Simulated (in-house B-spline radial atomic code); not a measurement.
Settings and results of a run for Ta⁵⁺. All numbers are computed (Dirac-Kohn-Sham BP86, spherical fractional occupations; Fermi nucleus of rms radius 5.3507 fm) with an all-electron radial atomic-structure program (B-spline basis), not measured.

Command:
```bash
python run_scf.py task.json out
```
Settings (nuclear radius in fm, mass in u):
```
Z                73
configuration    [Xe] 4f14
hamiltonian      dirac
method           b88,p86
spin_polarised   False
nucleus          fermi
rms_radius       5.3507
atomic_mass      180.948
speed_of_light   137.035999084
```

Output (hartree, bohr):
```
 radial grid: 68 intervals, B-splines of order 8, outer radius 25.4386 bohr

 iter        energy (Eh)    residual
    1      -15617.997399    5.87e-01
    2      -15617.529996    3.77e-01
    3      -15620.491583    1.40e-01
    4      -15620.738788    3.91e-02
    5      -15620.636366    8.11e-02
    6      -15620.784562    2.50e-03
    7      -15620.784674    4.85e-04
    8      -15620.784680    1.59e-05
    9      -15620.784680    5.55e-07

 total energy                    -15620.78468
 kinetic                           17528.5957
 electron-nucleus                 -38807.1034
 Hartree                            5975.3225
 exchange-correlation               -317.5995

 first-order corrections (not in the total)
   Gaunt                            18.3541
   retardation                      -1.9446
   frequency dependence             -0.3072
   self-energy                      13.3097
   Uehling                          -2.4608
   Wichmann-Kroll                    0.0957
   recoil                            0.0293

 orbital      occ     eigenvalue          <r>       <r^2>       <1/r>       <r^4>       r_max    small
 1s1/2      2.000     -2474.0011    0.0186652 0.000478812     85.4001 6.20833e-07     0.01168  7.56e-02
 2s1/2      2.000      -426.5641    0.0783414  0.00731699     20.7432 9.33894e-05     0.06705  1.71e-02
 2p1/2      2.000      -407.8570    0.0648638  0.00523178     20.7157 5.63735e-05     0.04992  1.72e-02
 2p3/2      4.000      -361.1625    0.0727057  0.00643493     17.4999 8.12037e-05     0.05665  1.55e-02
 3s1/2      2.000       -99.3504     0.204305   0.0478576      7.6126  0.00346386      0.1889  5.61e-03
 3p1/2      2.000       -91.0137      0.19423   0.0439634     7.52926  0.00306411       0.177  5.55e-03
 3p3/2      4.000       -80.9613     0.208797    0.050587     6.69944  0.00401592      0.1908  5.09e-03
 3d3/2      4.000       -66.8492     0.182919    0.039313     6.59158  0.00274151      0.1497  4.97e-03
 3d5/2      6.000       -64.6596     0.187405   0.0411335     6.39439  0.00297753      0.1535  4.84e-03
 4s1/2      2.000       -21.9423     0.458711    0.237819     3.19462   0.0822602      0.4293  1.84e-03
 4p1/2      2.000       -18.5018      0.46446    0.245824     3.08448   0.0903542      0.4294  1.75e-03
 4p3/2      4.000       -16.1878     0.497567    0.281823     2.79543    0.118746      0.4587  1.57e-03
 4d3/2      4.000       -10.5269     0.516519    0.309592     2.57795    0.155346      0.4564  1.38e-03
 4d5/2      6.000       -10.1019     0.527978    0.323328     2.50825    0.169495      0.4657  1.33e-03
 5s1/2      2.000        -4.7686      1.08469     1.31825     1.23986     2.51905      0.9855  4.11e-04
 5p1/2      2.000        -3.7465      1.18346     1.57697     1.12122     3.69027       1.056  3.43e-04
 5p3/2      4.000        -3.3996      1.27067     1.81565     1.02848     4.87213       1.136  3.01e-04
 4f5/2      6.000        -3.0654      0.62659    0.493384      2.0285    0.567305      0.4386  9.19e-04
 4f7/2      8.000        -2.9919     0.636355    0.509459     1.99892    0.606993      0.4437  8.99e-04
```

Time taken, with all properties: 2 s on 1 thread of x86-64 server CPU (shared host).

For the Dirac Hamiltonian the kinetic term is c α·p + (β - 1)c².
